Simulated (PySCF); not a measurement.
LDA on Ca (calcium, neutral)

Configuration: [Ar] 4s1 4p1, high-spin 3P determinant (an excited configuration). Computed with PySCF 2.14 in def2-TZVPPD (6s5p3d, 36 functions), with no relativity, point nucleus.

| Property | Result |
| --- | --- |
| Total energy | -675.644 hartree |
| One-electron energy | -925.848 hartree |
| Hartree (Coulomb) energy | 284.364 hartree |
| Exchange-correlation energy | -34.160 hartree |
| Kinetic energy | 675.97726 hartree |
| ⟨S²⟩ | 2.0001 |
| ⟨L²⟩ | 2.001 |
| Sum of ⟨r⟩ | 21.68 bohr |
| Sum of ⟨r²⟩ | 61.37 bohr² |
| Traceless quadrupole moment −½Σ⟨3z² − r²⟩ along its main axis | -11.5 e·bohr² |
| Density at the nucleus (Gaussians lack the cusp) | 5170 bohr⁻³ |
| Spin density at the nucleus | 2.11 bohr⁻³ |
| Langevin diamagnetic susceptibility | -48.6 ×10⁻⁶ cm³/mol |

```tsv
shell	electrons	mean orbital energy (eV)	spread (eV)	rms radius, mean of both spins (bohr)
1s α	1	-3917.6	0	0.0897
1s β	1	-3917.6	0	0.0897
2s α	1	-410.71	0	0.399
2s β	1	-410.67	0	0.399
2p α	3	-335.61	0.042	0.366
2p β	3	-335.56	0.067	0.366
3s α	1	-47.661	0	1.25
3s β	1	-47.540	0	1.25
3p α	3	-29.254	0.159	1.38
3p β	3	-29.099	0.219	1.38
4s α	1	-4.764	0	4.12
4p α	1	-2.228	0	5.36
```
